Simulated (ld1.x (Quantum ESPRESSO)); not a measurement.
Pseudopotential generation for chlorine (Cl): ultrasoft, PBE, scalar-relativistic.

```json
{
 "Element": "chlorine (Cl)",
 "Generator": "ld1.x (Quantum ESPRESSO) 7.5",
 "Type": "ultrasoft",
 "Functional": "PBE",
 "Relativity": "scalar-relativistic",
 "Frozen core": "[Ne]",
 "Valence charge": "7",
 "Reference configuration": "3s2 3p5",
 "Partial waves": "3s (bound): rcut 0.95, rcutus 1.25 bohr; 3s channel at -0.7 Ry: rcut 0.95, rcutus 1.25 bohr; 3p (bound): rcut 1.10, rcutus 1.20 bohr; 3p channel at 1 Ry: rcut 1.10, rcutus 1.20 bohr; 3d channel at -0.15 Ry: rcut 0.95, rcutus 1.35 bohr; 3d channel at 1.7 Ry: rcut 0.95, rcutus 1.35 bohr",
 "Local potential": "all-electron potential smoothed inside 0.95 bohr (lloc = -1)",
 "Core correction": "none",
 "Augmentation charge": "PSQ, radius 1.00 bohr"
}
```

All-electron outer shells of the reference configuration (PBE, scalar-relativistic, ld1.x):

| shell | level (eV) | outermost node (bohr) | outermost maximum (bohr) |
| --- | --- | --- | --- |
| 2s | -252.70 | 0.12 | 0.36 |
| 2p | -191.63 | – | 0.30 |
| 3s | -20.69 | 0.55 | 1.29 |
| 3p | -8.59 | 0.53 | 1.43 |

Calculated quality:

```json
{
 "Cutoffs needed": "25 Ry and 55 Ry (the cutoffs (Ry, on a coarse ladder) from which the occupation-weighted sum of valence levels, in a spherical-Bessel basis at the reference potential, stays within 10 and 1 mRy of its value at 400 Ry)",
 "Ghost test": "no extra level below or beside the all-electron valence levels (s, p, d, f tested) (spherical-Bessel basis up to 400 Ry, 20 bohr box)",
 "Largest excitation error": "+17 meV (all-electron minus pseudo) for 3s2 3p1, out of 7 test configurations",
 "Lowest eigenvalue of the overlap operator": "0.46 (s channel)",
 "Density cutoff estimated by the generator": "522 Ry"
}
```

Generation and tests took about 1.4 s on one core of a shared server CPU.
